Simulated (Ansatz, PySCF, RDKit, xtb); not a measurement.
Pair of molecules: NH3 (SMILES N) (first 4 atoms) with H2Se (SMILES [SeH2]); geometry from B3LYP-D3(BJ)/def2-TZVP, rigid monomers moved along the line of their centres of mass till N1···H7 is 1.93 Å.
(charge 0, multiplicity 1):
```xyz
7

N     -0.06812    -0.19824     0.01565
H     -0.97935    -0.30566    -0.41507
H      0.38346     0.60052    -0.41481
H      0.47876    -1.02167    -0.20822
Se    -0.36286     0.18462     3.40286
H      0.96491     0.80432     3.52404
H     -0.21236     0.03198     1.93143
```

Counterpoise-corrected where a basis set is named; no monomer relaxation. Rows marked so take none. RDKit's UFF carries no charges.

Rows in 6-31G* carry no dispersion term and start afresh at each structure (6-31G* with six Cartesian d functions); the Pople sets are all-electron and without relativity.

Codes used: Ansatz (a program for electronic structure) with Gaussian orbitals; PySCF for 6-31G* rows; RDKit for the force fields; xtb for the GFN methods. 

Q: One of these levels gives 25.22 kcal/mol for the interaction energy. Name it.
A) UFF
B) GFN2-xTB
C) BP86/6-31G* (no counterpoise)
D) HF/aug-cc-pVDZ

A: A, UFF. The others give -7.08 (GFN2-xTB), 1.47 (HF/aug-cc-pVDZ), -6.16 (BP86/6-31G* (no counterpoise))
